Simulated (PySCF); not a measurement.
From results back to the method.

[CrO2S2]2- (charge -2 and singlet state).
SMILES: `[O]=[Cr-2](=[O])(=[S])=[S]`

The closed-shell ground state was solved 3 times with PySCF (density fitting, gas phase), always in the pcSseg-1 (pcSseg-2 on Cr) basis (155 functions), with these functionals: B3LYP, PBE and PBE0. Isolated species at its PBE0-D3(BJ)/def2-SVP geometry, gas phase. Whether so highly charged an anion holds all its electrons in the gas phase wasn't checked; a finite basis holds them in any case. No counter-ion or solvent screens the charge of this multiply charged ion. The geometry's basis has no diffuse functions, a weakness for an anion. Where the HOMO energy is positive, the finite basis confines the outermost electrons. No diffuse functions stand in pcSseg-1 (pcSseg-2 on Cr), which bears on an anion's orbital energies.

```csv
row,total energy (Eh),HOMO (eV),LUMO (eV)
P,-1990.7022,3.57,7.12
Q,-1990.7388,4.69,6.58
R,-1991.4323,3.86,7.03
```

Which functional belongs to which row?

P = PBE0, Q = PBE, R = B3LYP. By rising HOMO–LUMO gap: PBE (GGA) 1.89 eV; B3LYP (global hybrid, 20 % exact exchange) 3.17 eV; PBE0 (global hybrid, 25 % exact exchange) 3.55 eV. Total energies of different functionals aren't bounds to one another; each is stationary for its own functional.
The closed-shell solution of the metal species wasn't tested for stability.
